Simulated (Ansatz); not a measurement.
Clusters of 3 atoms, III-V: PBE0-D4/def2-TZVPD single points in Ansatz on relaxed structures, gas phase. Each cluster is the lowest isomer that a short search found in that spin, judged at the geometry's level, and lower ones may exist. Core potentials for In, Sb, no spin–orbit coupling. HOMO and LUMO are taken over both spins. Binding counts from free atoms in the multiplicity of their measured ground term, without zero-point energy. Singlets are spin-restricted. A dash marks a value that wasn't run or was left out as unsound. The structures are stationary points that may keep the symmetry of their start. Remarks come from the PBE and PBE0 runs and from stability tests at other levels; not every state was tested. A HOMO above zero means that the electron is unbound at that level and held by the basis, or that self-interaction error raises the level; the energy of removing that electron tells which.

```tsv
species	atoms	state	geometry	HOMO (eV)	LUMO (eV)	gap (eV)	binding per atom (eV)	lowest of the spins relaxed	point group (within 0.1 Å)	remarks
AlAs2⁻	3	singlet	PBE-D4/def2-TZVPD	-0.62	–	–	–	singlet, of singlet/triplet/quintet	C2v	HOMO above zero at PBE or PBE0, HOMO above zero (triplet), HOMO above zero (quintet)
GaSb2	3	doublet	r2SCAN-D4/def2-TZVP	-5.60	-3.44	2.16	1.58	–	C2v	–
In2P	3	doublet	r2SCAN-D4/def2-TZVP	-5.30	-3.38	1.92	1.54	–	C2v	–
GaP2⁻	3	singlet	r2SCAN-D4/def2-TZVPD	-0.24	–	–	–	singlet, of singlet/triplet/quintet	C2v	HOMO above zero at PBE or PBE0, HOMO above zero (triplet), HOMO above zero (quintet)
AlN2	3	doublet	r2SCAN-D4/def2-TZVP	-4.66	-2.59	2.06	3.35	–	C∞v	–
GaAs2	3	doublet	r2SCAN-D4/def2-TZVP	-5.75	-3.38	2.37	1.90	–	C2v	–
InP2⁻	3	singlet	r2SCAN-D4/def2-TZVPD	-0.08	–	–	–	singlet, of singlet/triplet/quintet	C2v	HOMO above zero at PBE or PBE0, HOMO above zero (triplet), HOMO above zero (quintet)
In2As	3	doublet	PBE-D4/def2-TZVP	-5.19	-3.32	1.88	1.46	–	C2v	–
```

The gap (eV) runs from 1.88 (In2As) to 2.37 (GaAs2).
